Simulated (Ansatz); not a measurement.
`[CH3][Ge]([CH3])([CH3])[Br]` + `OCS` → `COCS` + `[CH3][GeH]([CH3])[Br]`  (substitution at a C–Ge bond)

Computed with Ansatz on PBE0-D4/def2-TZVP structures; ΔE is electronic, products minus reactants. CCSD(T)/CBS adds triple-zeta CCSD(T) − MP2 to the extrapolated MP2 energy (def2 sets, frozen cores). This one scheme is used for every species. DFT in def2-TZVPP. B3LYP here is the variant with VWN-RPA as its local correlation; programs differ in this. For Br, Ge outer-core shells are correlated without core-valence functions, which leaves a few kJ/mol of doubt a bond. Scalar relativity is left out up to krypton. One conformer a species, not always the lowest.

| level | ΔE (kJ/mol) | difference from CCSD(T)/CBS |
| --- | --- | --- |
| PBE-D4 | 61.0 | -9.8 |
| r2SCAN-D4 | 62.8 | -8.0 |
| PBE0-D4 | 64.7 | -6.1 |
| B3LYP-D4 | 60.5 | -10.3 |
| ωB97X-V | 62.1 | -8.7 |
| ωB97M-V | 66.4 | -4.4 |
| B2PLYP | 63.5 | -7.3 |
| PBE | 59.2 | -11.6 |
| r2SCAN | 62.1 | -8.7 |
| PBE0 | 62.9 | -7.9 |
| B3LYP | 57.8 | -13.0 |
| HF/def2-TZVPP | 57.0 | -13.8 |
| MP2/def2-TZVPP | 76.2 | 5.4 |
| SCS-MP2/def2-TZVPP | 69.7 | -1.1 |
| CCSD/def2-TZVPP | 69.3 | -1.5 |
| CCSD(T)/def2-TZVPP | 69.2 | -1.6 |
| HF/def2-QZVPP | 56.5 | -14.3 |
| MP2/def2-QZVPP | 77.0 | 6.2 |
| SCS-MP2/def2-QZVPP | 70.7 | -0.1 |
| HF/CBS(def2) | 56.5 | -14.3 |
| MP2/CBS(def2) | 77.8 | 7.0 |
| CCSD/CBS(def2) | 71.0 | 0.2 |
| CCSD(T)/CBS | 70.8 | 0 |

Largest T1 diagnostic among the species: 0.011.

From PBE to PBE0 (25 % exact exchange), in def2-TZVPP and without D4, ΔE moves by +3.7 kJ/mol. In def2-TZVPP, CCSD(T) changes the Hartree–Fock value by +12.2 kJ/mol (the triples alone add −0.1 kJ/mol) and MP2 by +19.2 kJ/mol.
